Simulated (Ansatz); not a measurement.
```json
{"atom": "C", "x (Å)": "0.0000", "y (Å)": "0.0000", "z (Å)": "1.2000"}
{"atom": "C", "x (Å)": "0.0000", "y (Å)": "0.0000", "z (Å)": "-1.2000"}
{"atom": "H", "x (Å)": "0.0000", "y (Å)": "0.0000", "z (Å)": "3.3200"}
{"atom": "H", "x (Å)": "0.0000", "y (Å)": "0.0000", "z (Å)": "-3.3200"}
```

Basis set: pcseg-2 (spherical functions). Charge 0, multiplicity 1.

Computed with Ansatz (development build ahead of 0.2.0); each method stands on the lowest determinant of its kind that the runs found. Restricted functionals stand beside restricted open-shell atoms, which can lie above the unrestricted atoms usual in DFT and then raise those values.

The atomization energy at this shape (free ground-state atoms in the same class of orbitals less the molecule, no zero-point energy) of singlet C₂H₂:

```tsv
method	atomization energy
PBE (unrestricted)	226.6 kJ/mol
PBE0 (restricted)	-54.8 kJ/mol
UHF	-5.7 kJ/mol
```

Question: What does PBE0 (unrestricted) give?

Answer: 134.8 kJ/mol. Caution: the shape is not the minimum. Caution for PBE (unrestricted), PBE0 (unrestricted), UHF: the unrestricted determinant is a mixture of spin states. Caution for PBE0 (restricted): an unrestricted determinant lies well below.
